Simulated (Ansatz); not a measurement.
A structure relaxed at B3LYP-D4/def2-TZVP in Ansatz, charge 0, doublet:

```xyz
3

Mn    0.0000    0.0000    0.0000
Cl    1.4639   -1.5739   -0.2019
Cl   -1.4638    1.5739    0.2019
```

Problem. Give its formula and point group.

Solution. MnCl₂. Point group D∞h (tolerance 0.1 Å).

Problem. Summarise the bond lengths by kind (pairs closer than 1.2 times the sum of covalent radii, bridged metal pairs left out).

Solution. 2 × Cl–Mn 2.16 Å. The metal has 2 neighbours: Cl 2.16 Å, Cl 2.16 Å.

The charge 0 doublet is spin-contaminated (final ⟨S²⟩ up to 2.68, 0.75 for a pure state). The relaxation made no stability test and no search for a lower SCF solution. At B3LYP-D4/def2-TZVP a sextet of charge 0 lies 2.50 eV below the doublet, each at its own geometry. The structure comes from a short search, and lower isomers may exist.
